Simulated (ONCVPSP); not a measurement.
# An all-electron radial function and its pseudo partner (calcium)

Columns: radius, all-electron u(r) and pseudo u(r) of the 3s shell (level -47.09 eV) of calcium in the configuration [Ne] 3s2 3p6 4s2; PBE, scalar-relativistic, ONCV scheme, ONCVPSP 4.0.1.

```json
{"r (bohr)": "0.118", "all-electron": "-0.1085", "pseudo": "0.1893"}
{"r (bohr)": "0.235", "all-electron": "-0.5287", "pseudo": "0.3683"}
{"r (bohr)": "0.353", "all-electron": "-0.3450", "pseudo": "0.5321"}
{"r (bohr)": "0.470", "all-electron": "0.0728", "pseudo": "0.6711"}
{"r (bohr)": "0.588", "all-electron": "0.4798", "pseudo": "0.7828"}
{"r (bohr)": "0.705", "all-electron": "0.7765", "pseudo": "0.8622"}
{"r (bohr)": "0.822", "all-electron": "0.9534", "pseudo": "0.9094"}
{"r (bohr)": "0.940", "all-electron": "1.0285", "pseudo": "0.9256"}
{"r (bohr)": "1.058", "all-electron": "1.0268", "pseudo": "0.9130"}
{"r (bohr)": "1.175", "all-electron": "0.9755", "pseudo": "0.8764"}
{"r (bohr)": "1.292", "all-electron": "0.8957", "pseudo": "0.8210"}
{"r (bohr)": "1.410", "all-electron": "0.8015", "pseudo": "0.7518"}
{"r (bohr)": "1.528", "all-electron": "0.7038", "pseudo": "0.6746"}
{"r (bohr)": "1.645", "all-electron": "0.6100", "pseudo": "0.5951"}
{"r (bohr)": "1.763", "all-electron": "0.5222", "pseudo": "0.5160"}
{"r (bohr)": "1.880", "all-electron": "0.4437", "pseudo": "0.4418"}
{"r (bohr)": "1.998", "all-electron": "0.3739", "pseudo": "0.3735"}
{"r (bohr)": "2.115", "all-electron": "0.3136", "pseudo": "0.3136"}
{"r (bohr)": "2.232", "all-electron": "0.2619", "pseudo": "0.2619"}
{"r (bohr)": "2.350", "all-electron": "0.2175", "pseudo": "0.2174"}
{"r (bohr)": "2.468", "all-electron": "0.1800", "pseudo": "0.1800"}
{"r (bohr)": "2.585", "all-electron": "0.1488", "pseudo": "0.1488"}
{"r (bohr)": "2.702", "all-electron": "0.1228", "pseudo": "0.1228"}
{"r (bohr)": "2.820", "all-electron": "0.1010", "pseudo": "0.1010"}
{"r (bohr)": "2.938", "all-electron": "0.0829", "pseudo": "0.0829"}
{"r (bohr)": "3.055", "all-electron": "0.0681", "pseudo": "0.0681"}
```

**Question.** How many radial nodes do the two functions have?

**Answer.** The all-electron 3s function has n − l − 1 = 2 (the table is too coarse to show those close to the nucleus); the pseudo-wave has 0, since the states of the same l below it are removed with the core.

**Question.** At about which radius was the pseudo-wave matched?

**Answer.** 2.20 bohr. The columns agree to 0.0005 from 2.00 bohr on; several derivatives are matched, so the curves merge somewhat inside the radius.

**Question.** Where does each function peak?

**Answer.** Outermost all-electron maximum near 0.94 bohr, pseudo maximum near 0.94 bohr (to the table’s step).

**Question.** Is the pseudo-wave norm-conserving?

**Answer.** Yes: the ONCV scheme keeps the norm inside the radius equal to the all-electron one, which fixes the energy derivative of the logarithmic derivative at the level.
